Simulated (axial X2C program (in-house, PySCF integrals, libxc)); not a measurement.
## Outer orbitals of SeS at 2.037 Å, PBE0

Calculated with an axial X2C code built on PySCF integrals. Spin-free means the one-electron spin-free X2C Hamiltonian; two-component (2c) means X2C with spin–orbit coupling and atomic mean-field two-electron Coulomb and Gaunt terms, so the difference of the two also holds small scalar two-electron terms. Basis: Se dyall-cv3z [8s9p6d4f1g], S dyall-av3z [9s8p3d2f] (cores contracted in-house); Gaussian nuclei, density fitting, unrestricted open shells. Masses: Se 79.917 u, S 31.972 u.

The distance is close to the 2c PBE0 minimum; the highest filled and lowest empty levels are listed.

Spin-free orbitals, state M_S = 1, Λ = 0 (beyond evenly filled blocks: π+α, π-α) (Löwdin shares):

```csv
symmetry,occupied,ε (eV),atomic character
σα,yes,-22.86,"43% S s, 38% Se s, 8% S p"
σβ,yes,-22.02,"41% S s, 36% Se s, 9% S p"
σα,yes,-18.04,"39% S s, 34% Se s, 10% S p"
σβ,yes,-16.48,"38% S s, 34% Se s, 10% Se p"
σα,yes,-10.77,"46% S p, 41% Se p, 7% S s"
σβ,yes,-10.20,"45% S p, 39% Se p, 8% S s"
π-α,yes,-10.15,"54% S p, 41% Se p, 3% S d"
π+α,yes,-10.15,"54% S p, 41% Se p, 3% S d"
π-β,yes,-8.71,"52% S p, 40% Se p, 4% S d"
π+β,yes,-8.71,"52% S p, 40% Se p, 4% S d"
π-α,yes,-6.98,"45% Se p, 41% S p, 7% S d"
π+α,yes,-6.98,"45% Se p, 41% S p, 7% S d"
π+β,no,-3.66,"44% Se p, 41% S p, 8% S d"
π-β,no,-3.66,"44% Se p, 41% S p, 8% S d"
σα,no,-0.80,"32% S p, 29% Se p, 14% Se d"
σβ,no,-0.35,"33% S p, 27% Se p, 13% Se d"
```

Spinors with spin–orbit coupling (state Ω = 1):

| ω | occupied | ε (eV) | atomic character | λ mixture |
| --- | --- | --- | --- | --- |
| 1/2 | yes | -22.86 | 43% S s, 38% Se s, 8% S p | 100% σ |
| -1/2 | yes | -22.02 | 41% S s, 36% Se s, 9% S p | 100% σ |
| 1/2 | yes | -18.04 | 39% S s, 34% Se s, 10% S p | 100% σ |
| -1/2 | yes | -16.48 | 38% S s, 34% Se s, 10% Se p | 100% σ |
| 1/2 | yes | -10.77 | 46% S p, 41% Se p, 7% S s | 100% σ |
| -1/2 | yes | -10.28 | 47% S p, 43% Se p, 4% S s | 54% π, 46% σ |
| -1/2 | yes | -10.14 | 50% S p, 39% Se p, 4% S s | 54% σ, 46% π |
| 3/2 | yes | -10.07 | 55% S p, 40% Se p, 2% S d | 100% π |
| 1/2 | yes | -8.77 | 51% S p, 42% Se p, 4% S d | 100% π |
| -3/2 | yes | -8.65 | 54% S p, 39% Se p, 4% S d | 100% π |
| -1/2 | yes | -7.05 | 43% Se p, 43% S p, 6% S d | 100% π |
| 3/2 | yes | -6.88 | 46% Se p, 40% S p, 7% S d | 100% π |
| 1/2 | no | -3.73 | 43% S p, 42% Se p, 7% S d | 100% π |
| -3/2 | no | -3.58 | 45% Se p, 40% S p, 8% S d | 100% π |
| 1/2 | no | -0.79 | 32% S p, 29% Se p, 14% Se d | 100% σ |
| -1/2 | no | -0.35 | 33% S p, 27% Se p, 14% Se d | 100% σ |

(1) How does the gap between the highest filled and lowest empty level change from the spin-free to the 2c table?

Mulliken charges and populations of the two-component result (they depend on the basis, above all on diffuse functions):

Se 0.12 e (s 7.93 p 15.84 d 10.10 f 0.01), S -0.12 e (s 5.94 p 10.06 d 0.11 f 0.01). ⟨Lz⟩ = 0.00 ħ and ⟨Sz⟩ = 1.00 ħ (0.56 and 0.44 on the two atoms), which add up to Ω.

The state is one determinant whose occupation by symmetry is held fixed; it was picked as the lowest of a PBE0 search that is not exhaustive. Density functionals use the spin component along the axis (collinear). PBE0 can misorder states that lie within some tenths of an eV, so this need not be the ground state of the molecule. The nearest other spin-free determinant of the search, M_S = 0, Λ = 2, lies 0.66 eV up at the distance of the search. With several unpaired electrons one determinant need not be a pure state. Open-shell Ω = 0 determinants with evenly filled partner blocks cannot be reached by this program, so the Ω shown need not be the lowest component. This is the Ω = 1 component of a π² triplet; the 0⁺ component is not one determinant and can lie lowest.

## Answers

(1) From 3.32 to 3.15 eV at PBE0, a change of -0.17 eV.
